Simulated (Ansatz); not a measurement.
```yaml
atoms:
  - { symbol: Si, position_ang: [0.0006, -0.0015, 0.0500] }
  - { symbol: H, position_ang: [0.8608, 0.8541, 0.9113] }
  - { symbol: H, position_ang: [0.8741, -0.8772, -0.9079] }
  - { symbol: H, position_ang: [-0.8923, 0.8317, -0.8877] }
  - { symbol: H, position_ang: [-0.8579, -0.8946, 0.8995] }
```

Basis set: 6-31G (spherical functions). Frozen core: 5 orbitals. Charge 0, multiplicity 1.

Computed with Ansatz (development build ahead of 0.2.0); each method stands on the lowest determinant of its kind that the runs found. Restricted open shells among the atoms or ions are ROHF, correlated in semicanonical orbitals with singles.

Question: Give the atomization energy at this shape (free ground-state atoms in the same class of orbitals less the molecule, no zero-point energy) of singlet SiH4 by RHF-MP2, RHF.

Answer:

```csv
method,atomization energy
RHF-MP2,249.78 kcal/mol
RHF,219.43 kcal/mol
```

This basis has no polarisation functions and is too small for such energies, which can lie far from measured ones in either direction.
